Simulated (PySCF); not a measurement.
Cl₂FH₅Si₃, SMILES [SiH]([SiH2][SiH2]F)(Cl)Cl. Geometry optimised at B3LYP-D3(BJ)/def2-SVP. The structure was generated by enumeration, and PubChem lists no compound with its InChIKey, so it may never have been made. Other conformers were not sampled.

Problem. Give the equilibrium geometry at B3LYP-D3(BJ)/def2-SVP (PySCF confirms it by a frequency run) as Cartesian coordinates in Å. (An estimate is asked for; the answer gives what the named calculation found.)

Solution. One answer among several that fit: 
```xyz
11

Si     2.4626     0.0928    -0.1201
F      3.8081    -0.8351    -0.1355
Si     0.5598    -1.2829     0.0344
Si    -1.2421     0.1174    -0.4960
Cl    -3.0122    -0.5396     0.3632
Cl    -0.7324     1.9843     0.2925
H      2.5405     1.0101     1.0470
H      2.4260     0.8733    -1.3875
H      0.6178    -2.4296    -0.9187
H      0.3650    -1.7879     1.4237
H     -1.4868     0.3090    -1.9479
```
Charge 0, spin multiplicity 1.
